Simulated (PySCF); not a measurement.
```xyz
8

C      1.0744    -0.0836    -0.1045
O     -0.0079    -0.8408     0.4350
C     -1.0743     0.0540     0.1221
S      0.0135     1.3103    -0.6687
H      1.5731    -0.6102    -0.9237
H      1.7965     0.2028     0.6660
H     -1.7947    -0.3946    -0.5686
H     -1.5786     0.4189     1.0218
```

Charge 0, multiplicity 1.

**Question.** Give the Mulliken and meta-Löwdin atomic charges from PySCF with r2SCAN-D4/def2-TZVP.

**Answer.** 
```tsv
atom	Mulliken (e)	meta-Löwdin (e)
C1	0.05	-0.03
O2	-0.33	-0.40
C3	0.05	-0.03
S4	-0.16	-0.02
H5	0.10	0.12
H6	0.10	0.12
H7	0.10	0.12
H8	0.10	0.12
```
